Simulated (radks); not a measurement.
Values are calculated unless marked as measured or tabulated.
Coulomb parameter of the 4f shell of the samarium ion Sm3+ in the model configuration [Xe] 4f4 6s1, as a second difference U = [E(n + 0.25) + E(n - 0.25) - 2 E(n)] / (0.25)^2 with all orbitals relaxed. "Bare": the charge of the atom changes with n. "Screened": the 6s shell takes up the change at fixed total charge, which measures U(4f,4f) + U(6s,6s) - 2 U(4f,6s). Level of theory: Dirac Kohn-Sham, PBE, spin-unpolarised, spherical densities, point nucleus; open shells are shared between the two j in proportion to 2j + 1 (a radial shooting solver on a logarithmic mesh with Libxc functionals).

\begin{tabular}{lrr}
case & configuration & E - E(n) (eV) \\ \hline
start & [Xe] 4f4 6s1 & 0.000 \\
bare +0.25 & [Xe] 4f4.25 6s1 & -10.007 \\
bare -0.25 & [Xe] 4f3.75 6s1 & 11.237 \\
screened +0.25 & [Xe] 4f4.25 6s0.75 & -4.285 \\
screened -0.25 & [Xe] 4f3.75 6s1.25 & 4.813 \\
\end{tabular}

U(bare) = 19.683 eV, U(screened by 6s) = 8.453 eV.
